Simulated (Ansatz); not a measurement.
Reaction (ligand exchange at the Si–S bond): `[SiH3]S[SiH2]S[SiH3]` + `[OH][Sc]([Cl])[Cl]` → `[SiH3][O][Sc]([Cl])[Cl]` + `[SiH3]S[SiH2]S`

Program: Ansatz. Geometries: PBE0-D4/def2-TZVP. ΔE: electronic, gas phase. CBS: MP2 limit from def2 TZ/QZ plus the TZ coupled-cluster correction, frozen cores. DFT in def2-TZVPP. B3LYP here is the variant with VWN-RPA as its local correlation; programs differ in this. For Sc outer-core shells are correlated without core-valence functions, which leaves a few kJ/mol of doubt a bond. Scalar relativity is left out up to krypton. Each species was taken in one conformer, which may not be the lowest.

CCSD(T)/CBS gives -39.6 kJ/mol.

Q: Another level gave -31.0 kJ/mol. Which?
A. PBE/def2-TZVPP
B. B3LYP/def2-TZVPP
C. PBE-D4/def2-TZVPP
D. ωB97X-V/def2-TZVPP

A: A. PBE -31.0, ωB97X-V -36.4, PBE-D4 -23.4, B3LYP -50.8 kJ/mol.

Largest T1 diagnostic among the species: 0.015.

In def2-TZVPP, CCSD(T) changes the Hartree–Fock value by +22.9 kJ/mol (the triples alone add +4.2 kJ/mol) and MP2 by +28.6 kJ/mol. The D4 term adds +12.5 kJ/mol with B3LYP and +6.8 kJ/mol with PBE0; it sums over pairs of atoms, weighted by their polarisabilities, and B3LYP, whose exchange is more repulsive, gets the larger term.
